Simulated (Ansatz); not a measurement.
Species: chloro-bis(prop-2-enyl)borane, C6H10BCl, net charge 0, singlet state. 
Geometry from a B3LYP-D3(BJ)/def2-TZVP (Ansatz, an electronic-structure program) optimisation:
```xyz
18

C      2.4981     0.9457     1.2512
C      1.6641     1.1869     0.2470
C      1.4591     0.2766    -0.9377
B      0.0555    -0.3966    -0.7456
Cl    -0.0104    -2.1031    -0.2672
C     -1.3025     0.3811    -0.8964
C     -2.0589     0.4444     0.4020
C     -2.3109     1.5575     1.0789
H      2.5825     1.6259     2.0886
H      3.1266     0.0629     1.2680
H      1.0435     2.0771     0.2791
H      2.2673    -0.4519    -1.0006
H      1.4540     0.8741    -1.8566
H     -1.1324     1.3905    -1.2785
H     -1.9097    -0.1530    -1.6391
H     -2.3859    -0.5089     0.8046
H     -2.8448     1.5366     2.0199
H     -1.9955     2.5291     0.7155
```

Basis-set convergence of Hartree-Fock and CCSD correlation energies (hartree) with Ansatz. Valence correlation only, unless marked. Spin-orbit coupling is left out. No relativistic terms.

| basis | functions | E(HF) | E(corr, CCSD) |
|---|---|---|---|
| aug-cc-pV(D+d)Z | 283 | -717.26213 | -1.16293 |
| aug-cc-pV(T+d)Z | 607 | (withheld) | (withheld) |

Task: Complete the blanks.

Result: 
- aug-cc-pV(T+d)Z, E(HF): -717.33525
- aug-cc-pV(T+d)Z, E(corr, CCSD): -1.36888
